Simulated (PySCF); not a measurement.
A structure optimised at PBE-D3(BJ)/def2-SVP, used in a PySCF frequency run:

```xyz
12

O     -1.8833     0.7514     1.0098
C     -2.0703    -0.1511    -0.0925
Si    -0.4528    -0.1531    -1.1270
Si     1.1311    -0.0066     0.6096
F      2.6368    -0.3982     0.0594
H     -1.8248     1.6538     0.6437
H     -2.2181    -1.1585     0.3504
H     -2.9922     0.0723    -0.6792
H     -0.2908    -1.3566    -2.0194
H     -0.4060     1.0900    -1.9822
H      0.7795    -0.9732     1.7066
H      1.2144     1.3879     1.1668
```

Question: Write its SMILES and formula.

Answer: OC[SiH2][SiH2]F, CH7FOSi2

Question: What are its rotational constants (standard atomic weights)?

Answer: 5.3906, 1.5857, 1.3036 GHz
